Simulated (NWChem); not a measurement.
System: C₃H₅BFN; SMILES NB1C=C[C@@H]1F

```xyz
11

N      0.9746    -1.8074    -0.0714
B      0.0406    -0.8035     0.1507
C     -1.4719    -0.5748    -0.1133
C     -1.2334     0.7592    -0.0810
C      0.1686     0.7705     0.4736
F      1.0910     1.5160    -0.2387
H      0.7355    -2.7208    -0.4333
H      1.9676    -1.6580     0.0495
H     -2.4001    -1.0976    -0.3555
H     -1.8567     1.6165    -0.3732
H      0.2163     1.0913     1.5290
```
Atoms are numbered in this order, from 1.

Level: PBE0/def2-SVP (NWChem), optimised geometry, unscaled harmonic frequencies. 

Question: List the harmonic frequencies with IR intensities, and the thermochemistry.

Answer: 
```json
[
 {"frequency (cm⁻¹)": "126", "IR intensity (km/mol)": "10.3"},
 {"frequency (cm⁻¹)": "201", "IR intensity (km/mol)": "3.7"},
 {"frequency (cm⁻¹)": "324", "IR intensity (km/mol)": "3.2"},
 {"frequency (cm⁻¹)": "419", "IR intensity (km/mol)": "7.4"},
 {"frequency (cm⁻¹)": "507", "IR intensity (km/mol)": "166.7"},
 {"frequency (cm⁻¹)": "584", "IR intensity (km/mol)": "3.9"},
 {"frequency (cm⁻¹)": "588", "IR intensity (km/mol)": "2.1"},
 {"frequency (cm⁻¹)": "645", "IR intensity (km/mol)": "21.6"},
 {"frequency (cm⁻¹)": "767", "IR intensity (km/mol)": "26.9"},
 {"frequency (cm⁻¹)": "842", "IR intensity (km/mol)": "5.0"},
 {"frequency (cm⁻¹)": "858", "IR intensity (km/mol)": "20.1"},
 {"frequency (cm⁻¹)": "994", "IR intensity (km/mol)": "19.9"},
 {"frequency (cm⁻¹)": "1025", "IR intensity (km/mol)": "23.2"},
 {"frequency (cm⁻¹)": "1033", "IR intensity (km/mol)": "22.2"},
 {"frequency (cm⁻¹)": "1099", "IR intensity (km/mol)": "53.6"},
 {"frequency (cm⁻¹)": "1130", "IR intensity (km/mol)": "47.2"},
 {"frequency (cm⁻¹)": "1164", "IR intensity (km/mol)": "0.6"},
 {"frequency (cm⁻¹)": "1301", "IR intensity (km/mol)": "2.9"},
 {"frequency (cm⁻¹)": "1362", "IR intensity (km/mol)": "53.9"},
 {"frequency (cm⁻¹)": "1471", "IR intensity (km/mol)": "99.0"},
 {"frequency (cm⁻¹)": "1601", "IR intensity (km/mol)": "34.2"},
 {"frequency (cm⁻¹)": "1614", "IR intensity (km/mol)": "223.8"},
 {"frequency (cm⁻¹)": "3079", "IR intensity (km/mol)": "26.9"},
 {"frequency (cm⁻¹)": "3153", "IR intensity (km/mol)": "17.5"},
 {"frequency (cm⁻¹)": "3233", "IR intensity (km/mol)": "5.8"},
 {"frequency (cm⁻¹)": "3636", "IR intensity (km/mol)": "52.3"},
 {"frequency (cm⁻¹)": "3741", "IR intensity (km/mol)": "44.6"}
]
```

The zero-point energy is 52.2 kcal/mol and the thermal correction to the enthalpy at 298.15 K (with zero-point energy) comes out as 56.4 kcal/mol. The heat capacity Cv comes out as 21.2 cal/(mol K), the entropy at 298.15 K and 1 atm (symmetry number 1) is 76.0 cal/(mol K) and the dipole moment comes out as 2.21 D.

Rigid rotor and harmonic oscillator.
